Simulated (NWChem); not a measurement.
# Atomisation of H4AlFN2

```
Al
F 1 1.6810
N 1 1.7759 2 118.07
H 3 1.0208 1 126.12 2 180.00
H 3 1.0213 4 110.08 1 180.00
N 1 1.7759 2 118.07 3 180.00
H 6 1.0208 1 126.12 2 180.00
H 6 1.0213 7 110.08 1 180.00
```
Charge 0, spin multiplicity 1.

All runs are NWChem calculations. Structure: optimised with PBE/def2-SVP, a minimum by its harmonic frequencies. It is one conformer; others weren't searched.

Basis set: def2-TZVP. The atomisation energy is electronic alone: no zero-point, thermal, spin-orbit or counterpoise terms. No value is extrapolated to the basis-set limit. Free atoms are single determinants with multiplicities Al 2, F 2, N 4, H 2. Correlated methods freeze the same cores in atoms and molecule, 8 orbitals in all.

B3LYP has NWChem's definition, with VWN1-RPA local correlation. The structure started from a generated list of species. No SCF solution was tested for a lower state. Open-shell Hartree-Fock references start from PBE0 orbitals.

Task: For the atomisation energy, B3LYP gives 690.5 kcal/mol and LDA (SVWN5) gives 789.3 kcal/mol. What do BP86, MP2, r2SCAN give?

Result: BP86: 711.0 kcal/mol; MP2: 680.5 kcal/mol; r2SCAN: 689.2 kcal/mol.
